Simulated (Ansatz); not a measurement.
Stepwise reaction of `CO[SiH2]S` with hydrogen chloride, as a gas-phase model of exchange steps in deposition or etching. ΔE in kJ/mol.

Program: Ansatz. Geometries: PBE0-D4/def2-TZVP. ΔE: electronic, gas phase. CCSD(T)/CBS is the MP2 limit (def2-TZVPP, def2-QZVPP) plus CCSD(T) − MP2 in def2-TZVPP, frozen cores. This one scheme is used for every species. DFT in def2-TZVPP. B3LYP here is the variant with VWN-RPA as its local correlation; programs differ in this. One conformer a species, not always the lowest.

```json
{"step": "1", "reaction": "`CO[SiH2]S` + HCl → `CO[SiH](S)Cl` + H₂", "PBE-D4": "-91.8", "B3LYP-D4": "-90.4", "ωB97M-V": "-92.1", "CCSD(T)/CBS": "-90.8"}
```

**Question.** Give the row of step 2, `CO[SiH](S)Cl` + HCl → `CO[Si](S)(Cl)Cl` + H₂. (Best estimate.)

**Answer.** Ansatz gave: 
```
step                                       reaction  PBE-D4  B3LYP-D4  ωB97M-V  CCSD(T)/CBS
   2  `CO[SiH](S)Cl` + HCl → `CO[Si](S)(Cl)Cl` + H₂   -83.8     -82.8    -83.9        -82.3
```

**Question.** By hand: ΔE of the 2 steps together at CCSD(T)/CBS.

**Answer.** (-90.8) + (-82.3) = -173.1 kJ/mol, or -86.5 kJ/mol a step.

In ΔE each step is higher than the one before. All are downhill at CCSD(T)/CBS. PBE-D4 differs from CCSD(T)/CBS by -1.5 to -1.0 kJ/mol a step. Isolated molecules leave out the surface, adducts and barriers. Largest T1 diagnostic: 0.011.
